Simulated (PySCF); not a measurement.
## Calculated properties of `[CH2]C#CC#CCCl` [radical]

Compound: C₆H₄Cl (doublet state).
Atom-mapped SMILES: `[CH2:1][C:2]#[C:3][C:4]#[C:5][CH2:6][Cl:7]` (hydrogens: H8, H9 on C1; H10, H11 on C6)

**GFN2-xTB geometry**

- Rotational constants A, B, C of the GFN2-xTB geometry: 11.946, 0.624, 0.596 GHz

UKS B3LYP, pcH-1 on C Cl H, non-relativistic, mean-field spin-orbit, GIAO (PySCF):

* Isotropic g value: 2.00279
* Principal g values: 2.00202, 2.00280, 2.00356
* Spin squared ⟨S²⟩: 0.782
* Largest Mulliken spin population: 0.66 on C1
* Largest isotropic hyperfine couplings (means over sets of like nuclei): 13C -61.4 (C2), 13C +53.1 (C1), 13C -50.1 (C4), 1H -46.9 (H9), 1H -46.9 (H8) MHz

Monoisotopic mass from the formula: 111.0002 u.

The rotational constants make it an asymmetric top with κ = (2B − A − C)/(A − C) = -0.99, nearer the prolate limit (−1). With B = h/(8π²I), that is 505.379 GHz u Å² over I, the principal moments of inertia are 42.3, 809.9 and 848.6 u Å² (most abundant isotopes). ⟨S²⟩ is 0.032 above the pure-spin value S(S + 1) = 0.75. g_iso is shifted by about +470 ppm from the free-electron value 2.002319; the principal values span 0.0015. At 9.50 GHz, hν = g·μB·B₀ (B₀ the magnetic field) puts the centre of the isotropic spectrum, to first order, at 338.9 mT.

Isolated species at its GFN2-xTB geometry, gas phase. GFN2-xTB frequencies show an imaginary mode (51i cm⁻¹), so this geometry is no minimum at that level. Hyperfine couplings depend on the geometry, which wasn't re-optimised at a DFT level. Couplings of like nuclei are plain means over topologically equivalent atoms, as if these changed places fast (by rotation of a methyl-like group, say); in this geometry the members of some sets differ.

For the EPR job (B3LYP), hardware: one thread, Arm Neoverse V2 (aarch64), shared host with 96 logical CPUs at a one-minute load of 48. Cost: 48 s wall (with the writing of density and orbital grids), 0.73 GiB resident at most.
